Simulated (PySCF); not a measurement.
NMR data simulated for an unnamed compound:

¹H NMR (400 MHz, computed): δ 4.69 (m, 2H), 0.09 (s, 9H).

¹³C{¹H} NMR (computed): δ 82.0 (CH2), -3.5 (CH3).

PySCF 2.14 calculation with GFN2-xTB structure and σ from GIAO-PBE0/pcSseg-1; no solvent model, a single conformation, non-relativistic, fast rotation and ring inversion assumed for equivalent nuclei.

δ = σ(ref) − σ, references computed at the same level: ¹H (σref 31.72) and ¹³C (σref 186.93) against TMS.

**Question.** Which of these does the molecule contain: a methoxy group, an N-methyl group, a Si–CH3 group, a Si–H bond?

**Answer.** 
- A methoxy group: no.
- An N-methyl group: no.
- A Si–CH3 group: yes (δC -3.5; δH 0.09 (s)).
- A Si–H bond: no.

The data belong to TMS-CH2F (C[Si](C)(C)CF, C₄H₁₁FSi); they needn't prove each group on their own.

Carbon signals by region: 1 at 50–100 ppm, 1 below 50 ppm.

Splittings by ¹⁹F in the carbon and heteronuclear signals aren't shown, as no couplings were computed. Shifts are as computed. Against solution values, carbons near 30 ppm lie about +3 ppm off and those near 130 ppm about +5 ppm. Of 1211 compounds with measured shifts, 218 miss one by over three times the rms of a fit or turn the order of signals round; such compounds aren't used in these exercises. Multiplicities follow the n + 1 count of equivalent neighbours, as no J values were calculated; m marks all less simple cases, F and P coupling included.
